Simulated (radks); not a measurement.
Problem. These are the eigenvalues of the occupied orbitals of an atom or ion with whole-number occupations (hartree). All-electron calculation, scalar-relativistic Kohn-Sham, BLYP, spin-polarised, spherical densities, point nucleus. Program: a radial shooting solver on a logarithmic mesh with Libxc functionals.

orbital  eigenvalue
1s down   -2337.231
1s up     -2337.231
2s up     -408.8791
2s down   -408.8762
2p up     -361.2132
2p down   -361.2110
3s up     -103.4317
3s down   -103.3399
3p up     -89.13526
3p down   -89.04348
3d up     -71.95862
3d down   -71.88841
4s up     -30.60756
4s down   -30.44678
4p up     -25.73096
4p down   -25.57667
4d up     -19.41401
4d down   -19.26448
4f up     -12.44444
5s up     -11.35746
5s down   -11.30758
5p up      -9.70707
5p down    -9.66736
6s up      -5.67988
6s down    -5.66555

Which element is it, and in what charge state? The configuration may be excited. Open shells, if any, are filled with parallel spins first.

Solution. Z = 71, lutetium, charge +12: Lu12+ in [Xe] 4f3 6s2. The list shows which subshells hold electrons but not how many an open one holds; the 1s level, -2337.2 hartree, gives Z - s = 68.4 by -(Z - s)^2/2, which with screening and relativity narrows Z to a few neighbours, and the depths of the outer levels then fix element, charge and occupations together.
